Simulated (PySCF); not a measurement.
Compound: C7H5ClNP.
Atom-mapped SMILES: `[Cl:1][c:2]1[nH:3][c:4]2[cH:5][cH:6][cH:7][cH:8][c:9]2[p:10]1`

NICS is the negative of the GIAO shielding at a point without a nucleus: at the ring centre (0) and 1 Å above and below it (1); zz is the component along the ring normal. Level: GIAO PBE0/pcSseg-1 (PySCF, non-relativistic, gas phase) on the GFN2-xTB geometry, one conformer.

Rings: 1. C2–N3–C4–C9–P10; 2. C4–C5–C6–C7–C8–C9.

| set | NICS(0) | NICS(1), two faces | NICS(1)zz, two faces |
| --- | --- | --- | --- |
| P | -11.6 | -10.4 / -10.4 | -23.8 / -23.8 |
| Q | -10.0 | -11.8 / -11.8 | -29.6 / -29.6 |

Q: Which set (ppm) belongs to which ring?

A: P = 1, Q = 2.
- 1 (5-membered ring with N and P; formal bonds all aromatic): mean NICS(1)zz -23.8 ppm, shielded.
- 2 (6-membered carbocycle; formal bonds all aromatic): mean NICS(1)zz -29.6 ppm, shielded. The ring is flat and has no four-coordinate atom; by the NICS criterion it is aromatic, though in fused rings the probe also feels the neighbouring ring.

Q: How do the rings differ in shape?

A: 
```
ring                          bond lengths (Å)  rms pucker (Å)  HOMA  nearest outside atom to a NICS(1) probe (Å)
   1         1.361, 1.365, 1.411, 1.787, 1.720            0.00  0.74                                hydrogen 2.44
   2  1.391, 1.377, 1.397, 1.376, 1.396, 1.411            0.00  0.96                                hydrogen 2.65
```

HOMA = 1 − mean of α(R − Ropt)² over the ring bonds, with Krygowski's 1993 parameters (CC: Ropt 1.388 Å, α 257.7 Å⁻²; CN: Ropt 1.334 Å, α 93.52 Å⁻²; CP: Ropt 1.698 Å, α 118.91 Å⁻²).
